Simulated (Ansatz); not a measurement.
Two structures of CH8GeO, closed shell, reached by relaxing down either side of one saddle point (PBE0-D4/def2-TZVP). Energies are electronic, without zero-point energy. Program: Ansatz 0.2.0. Basis: def2-TZVPP and def2-QZVPP. Cores are frozen in the correlated methods. Filled d shells of the heavier atoms are correlated. The def2 sets are not built for correlating such inner shells, so the correlated values are less sure here. Extrapolation: Hartree–Fock as exp(−7.88 √X), correlation as X^−2.97. First:

Ge1  (-1.133, 1.261, 0.109)
O2  (0.202, 0.086, 0.032)
C3  (-0.101, -1.234, -0.346)
H4  (-1.780, 1.370, -1.285)
H5  (-0.476, 2.573, 0.544)
H6  (-2.174, 0.765, 1.132)
H7  (2.620, 0.065, 0.523)
H8  (3.347, -0.076, 0.638)
H9  (-0.523, -1.287, -1.359)
H10  (-0.808, -1.711, 0.346)
H11  (0.827, -1.811, -0.334)
(Å)

Second:

Ge1  (-0.551, 1.617, 1.032)
O2  (0.834, -0.346, -1.068)
C3  (0.200, -1.595, -0.894)
H4  (-1.635, 1.049, 0.110)
H5  (0.462, 2.446, 0.235)
H6  (-1.218, 2.524, 2.083)
H7  (1.718, -0.398, -0.699)
H8  (0.163, 0.476, 1.772)
H9  (-0.796, -1.510, -1.329)
H10  (0.090, -1.860, 0.165)
H11  (0.732, -2.404, -1.408)
(Å)

Problem. Which bonds change from the first to the second?

Solution. CH₆GeO ([CH3][O][GeH3]) + H₂ → CH₄O ([CH3][OH]) + GeH₄; bonds formed: Ge1–H8, O2–H7; bonds broken: Ge1–O2, H7–H8.

Problem. Give the saddle point's structure and its height above each. (Judge from chemistry; the value comes from the calculation.)

Solution. Computed: 47.42 kcal/mol above the first and 48.35 kcal/mol above the second (CCSD(T) at an estimated basis limit (MP2 extrapolated from triple and quadruple zeta, plus CCSD(T) − MP2 in triple zeta)).
Ge1  (-0.357, 1.292, 0.466)
O2  (0.573, -0.167, -0.546)
C3  (-0.016, -1.446, -0.720)
H4  (-1.535, 1.135, -0.543)
H5  (0.169, 2.724, 0.305)
H6  (-0.937, 0.954, 1.849)
H7  (1.256, 0.060, 0.350)
H8  (1.363, 0.782, 1.163)
H9  (-1.007, -1.326, -1.163)
H10  (-0.112, -1.971, 0.236)
H11  (0.604, -2.036, -1.397)
(Å)

The T1 diagnostic stays at or below 0.014.

Labels in which every atom is bracketed show which atoms are joined, not bond orders.

For scale, one of the runs: CCSD(T)/def2-TZVPP, 222 basis functions, launched by `ansatz run in.yaml --threads 4 --pin off --events-out ev --progress --plain --max-ram 9574MiB`. The run took 110 s on 4 CPU threads of an Arm Neoverse V1 (shared host), with 3.6 GiB of host memory at its peak.
